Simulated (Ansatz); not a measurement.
# Which is lower?

Two relaxed structures of B2H5O2 (charge +1), singlet (PBE0-D4/def2-TZVP; forces vanish, vibrations not checked).

A:

```tsv
atom	x (Å)	y (Å)	z (Å)
B1	-0.8008	-1.1500	0.6145
B2	0.2919	0.0088	0.0468
O3	1.5843	0.2113	0.2167
O4	-0.1880	1.1004	-0.8528
H5	0.4419	1.7753	-1.1648
H6	-1.1080	1.2604	-1.1086
H7	2.1014	-0.3965	0.7555
H8	-1.4482	-0.9398	1.5920
H9	-0.9125	-2.1928	0.0504
```

B:

```
9
angstrom
B -0.3256 1.3268 0.0035
B 0.1199 -0.1074 0.2097
O 1.5408 -0.6304 0.1076
O -0.7726 -1.2847 0.5564
H 1.9619 -0.6768 -0.7633
H -0.6713 2.4394 -0.1565
H 2.1811 -0.3842 0.7912
H -1.3844 -1.6224 -0.1140
H -1.1649 -1.3310 1.4407
```

Ansatz 0.2.0; basis: def2-TZVPP; cores frozen in the correlated methods. B3LYP uses VWN-RPA correlation.

Question: Which structure is lower at CCSD(T), and by how much? (To be estimated.)

Answer: By the calculation: A, by 321.1 kJ/mol (electronic energy, against the other). By their contacts, A is B₂H₅O₂ ([BH2][B]([OH])[OH2]), total charge +1 and B is B₂H₅O₂ ([BH][B]([OH2])[OH2]), total charge +1.

All methods give the same order:

```tsv
method	E(B) − E(A) (kJ/mol)
PBE-D4	311.6
r2SCAN-D4	330.8
PBE0-D4	320.5
B3LYP-D4	327.0
wB97M-V	321.7
HF	364.5
MP2	331.0
CCSD	326.4
CCSD(T)	321.1
```

No T1 diagnostic of these runs exceeds 0.012.

Labels in which every atom is bracketed show which atoms are joined, not bond orders.

For scale, one of the runs: CCSD(T)/def2-TZVPP, 194 basis functions, launched by `ansatz run in.yaml --threads 2 --pin off --events-out ev --progress --plain --max-ram 4352MiB`. Time: 50 s of wall clock on 2 CPU threads of an Arm Neoverse V2; the host was shared. Peak host memory: 2.3 GiB.
